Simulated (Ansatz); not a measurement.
CH₂F, SMILES [CH2]F (connectivity only; charge and spin as stated), charge +1, multiplicity 1.

Coordinates come from a PBE0-D3(BJ)/def2-TZVPD optimisation. The spin state was assumed, not searched. The isomer is the one that the SMILES or the coordinates give; other isomers of the formula were not compared.

Two levels are set side by side: PBE/def2-TZVPD (Ansatz, a first-principles code) and CAM-B3LYP/def2-TZVPD (Ansatz). Energy differences of separate SCF runs at the same geometry; the states with an electron removed or added have multiplicity 2 and 2. Differences are taken from unrounded values.

```tsv
quantity	CAM-B3LYP
vertical ionisation energy (eV)	23.58
vertical electron affinity (eV)	8.83
vertical singlet–triplet gap (eV)	4.67
```

Q: What does PBE give, and how far is it from CAM-B3LYP? (Estimate from the structure and the level; the computed values follow.)

A: 
| quantity | PBE | PBE minus CAM-B3LYP |
|---|---|---|
| vertical ionisation energy (eV) | 23.14 | -0.45 |
| vertical electron affinity (eV) | 8.69 | -0.14 |
| vertical singlet–triplet gap (eV) | 4.38 | -0.29 |
